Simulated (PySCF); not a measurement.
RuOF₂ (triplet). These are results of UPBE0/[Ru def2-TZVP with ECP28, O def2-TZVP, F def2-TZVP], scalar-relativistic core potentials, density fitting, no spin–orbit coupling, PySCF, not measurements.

Harmonic bands of its minimum:

```
ω (cm⁻¹)  IR (km/mol)
     163          7.9
     204         22.2
     211         11.0
     661         76.0
     674          165
    1068          121
```

Q: The central atom is Ru. Infer the point group and assign the bands.

A: C2v. The modes span 3a1 + b1 + 2b2: 163 a1, 204 b1, 211 b2, 661 a1, 674 b2, 1068 a1. The computed geometry has Ru–F 1.847 Å (×2), Ru–O 1.638 Å; F–Ru–F 116.3°, F–Ru–O 121.8° (×2).

Other isomers or separated fragments may lie lower. Open d and f shells are described by one determinant, and the ground state may have another occupation or spin.
